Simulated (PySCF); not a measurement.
Excitations are Tamm–Dancoff values on a coarser integration grid. The basis has no diffuse functions, so Rydberg states are missing or too high.

H$_{6}$InN$_{3}$, SMILES `[NH2][In]([NH2])[NH2]` (charge 0, multiplicity 1)

Calculation: r2SCAN-D4/def2-TZVP run with PySCF.

```yaml
HOMO: -5.71 eV
dipole_moment: 1.06 D
HOMO–LUMO gap: 4.46 eV
LUMO: -1.26 eV
S1 excitation (TDA): 4.68 eV
S1 oscillator strength: 0.003
brightest of the four lowest singlets (TDA): 5.88 eV
T1 excitation (TDA): 3.98 eV
S1–T1 gap (TDA): 0.70 eV
total_energy: -358.0716 Ha
cost: about 21 core-minutes (a rough figure)
```

```xyz
10

N     -1.1113     1.7046     0.1683
In    -0.0089    -0.0011     0.0169
N      2.0226     0.1054     0.1180
N     -0.9172    -1.8236    -0.0224
H     -2.0181     1.6741    -0.2818
H     -0.6387     2.5419    -0.1510
H      2.3819     0.9189     0.6030
H      2.4719    -0.7111     0.5148
H     -0.3577    -2.5650    -0.4269
H     -1.8244    -1.8442    -0.4722
```
Charge 0, spin multiplicity 1.
